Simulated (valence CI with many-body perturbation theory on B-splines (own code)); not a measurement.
# Os45+: fill in the table

Method: relativistic CI+MBPT: three valence electrons over a frozen Dirac-Fock core [Ar] 3d10, radial functions for each j: 11 s, 11 p, 10 d, 8 f, 5 g, 2 h, with the one-electron correlation potential Σ1 (screened to all orders), the two-electron term Σ2, the three-electron term Σ3, Breit, model QED; selected single and double excitations, second order for the rest, scaled by the run's own slope (own B-spline code, finite nucleus).

The last digits are not significant, and no measured levels were compared; by estimate large intervals hold to a few tenths of a per cent, small ones and those within an open d or f shell to about a per cent.

```tsv
Level	E (cm⁻¹)
(4s^2 4p1/2) J=1/2	0
(4s 4p1/2^2) J=1/2	?
(4s^2 4p3/2) J=3/2	913320
(4s 4p1/2 4p3/2) J=3/2 [a]	1623900
(4s 4p1/2 4p3/2) J=5/2	1694600
(4s 4p1/2 4p3/2) J=3/2 [b]	1794200
(4s 4p1/2 4p3/2) J=1/2	1814100
(4s^2 4d3/2) J=3/2	?
(4s^2 4d5/2) J=5/2	?
(4s 4p3/2^2) J=5/2	?
(4p1/2^2 4p3/2) J=3/2	2617400
(4s 4p3/2^2) J=1/2	2726800
(4s 4p3/2^2) J=3/2	2756600
(4s 4p1/2 4d3/2) J=3/2 [a]	2916000
(4s 4p1/2 4d3/2) J=5/2	2976300
(4s 4p1/2 4d3/2) J=1/2	3085900
(4s 4p1/2 4d3/2) J=3/2 [b]	?
(4s 4p1/2 4d5/2) J=5/2 [a]	3176300
(4s 4p1/2 4d5/2) J=7/2	3221200
(4s 4p1/2 4d5/2) J=5/2 [b]	?
```

Levels are named by their leading jj configuration (3d3/2^4 stands for four electrons in 3d with j = 3/2), which in mixed levels can hold well under half, so a name can repeat and another be missing. Letters in brackets count levels of one name in rising energy.

Q: The levels stand in rising order. What does the calculation give for the missing energies?

A: (4s 4p1/2^2) J=1/2 822180; (4s^2 4d3/2) J=3/2 2268600; (4s^2 4d5/2) J=5/2 2428500; (4s 4p3/2^2) J=5/2 2610900; (4s 4p1/2 4d3/2) J=3/2 [b] 3096200; (4s 4p1/2 4d5/2) J=5/2 [b] 3267200.
